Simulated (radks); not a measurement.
The numbers below are computed, except where a source is named.
The oxygen anion O2-, [Ne], held by a Watson sphere: a shell of charge +1.86 at radius R that stands for the Madelung well of a crystal (potential energy -1.86/R inside, -1.86/r outside, in hartree with lengths in bohr). Code: a radial shooting solver on a logarithmic mesh with Libxc functionals. Model: non-relativistic Kohn-Sham, LDA (Slater exchange, Perdew-Wang correlation), spin-unpolarised, spherical densities, point nucleus. Response by self-consistent Sternheimer equations with the Hartree and adiabatic LDA kernel. The sphere does not respond.

R (bohr)  e(1s) (eV)  e(2s) (eV)  e(2p) (eV)  <r> 2p (bohr)  sum of <r^2> (bohr^2)  X-ray form factor at sin(theta)/lambda = 0.1 1/angstrom  alpha (bohr^3)
1.82         -502.85     -21.148      -7.021          1.464                  21.00                                                    8.657           13.64
2            -502.93     -20.407      -6.449          1.507                  22.28                                                    8.593           16.30
2.55         -502.75     -18.617      -4.948          1.628                  26.18                                                    8.416           27.75
2.69         -502.66     -18.259      -4.626          1.656                  27.19                                                    8.375           31.68
2.9          -502.50     -17.785      -4.185          1.698                  28.73                                                    8.317           38.54
3.63         -501.94     -16.582      -2.992          1.832                  34.41                                                    8.139           74.58
3.82         -501.81     -16.355      -2.753          1.866                  36.00                                                    8.099           88.19
